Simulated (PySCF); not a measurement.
Isomers of C5H12BN, one conformer each; single-point electronic energies without zero-point terms and without any empirical dispersion term.

Computed with PySCF at PBE0/pcSseg-1, non-relativistic, each on one gas-phase PBE0-D3(BJ)/def2-SVP geometry that isn't relaxed in the solvent. The solvent is an IEF-PCM continuum (cavity from Bondi-type radii × 1.2). The model holds no explicit solvent molecules, cavitation or dispersion.

| isomer | relative energy, gas (kJ/mol) | dipole (D) |
| --- | --- | --- |
| `C1N(CCC1)BC` | 0.0 | 2.10 |
| `C=C(C)BN(C)C` | 89.0 | 1.66 |
| `C=CCBN(C)C` | 98.5 | 1.82 |

How do the relative energies look in dichloromethane (ε = 8.93)?

| isomer | relative energy, solvent (kJ/mol) | E(solvent) − E(gas) (kJ/mol) | dipole in solvent (D) |
| --- | --- | --- | --- |
| `C1N(CCC1)BC` | 0.0 | -6.4 | 2.60 |
| `C=C(C)BN(C)C` | 87.7 | -7.7 | 2.10 |
| `C=CCBN(C)C` | 95.6 | -9.3 | 2.26 |

The order is unchanged. Conformers: `[CH3:1][BH:2][N:3]1[CH2:4][CH2:5][CH2:6][CH2:7]1` with C1–B2–N3–C4 180°, B2–N3–C4–C5 -155°, N3–C4–C5–C6 -37°, C4–C5–C6–C7 38°, C5–C6–C7–N3 -25°; `[CH2:1]=[C:2]([CH3:3])[BH:4][N:5]([CH3:6])[CH3:7]` with C1–C2–B4–N5 -54°; `[CH2:1]=[CH:2][CH2:3][BH:4][N:5]([CH3:6])[CH3:7]` with C1–C2–C3–B4 -116°, C2–C3–B4–N5 87°. `C=CCBN(C)C` gains most from the continuum, while `C1N(CCC1)BC` has the largest gas-phase dipole. The gains span 2.9 kJ/mol, the gas-phase energies 98.5 kJ/mol.
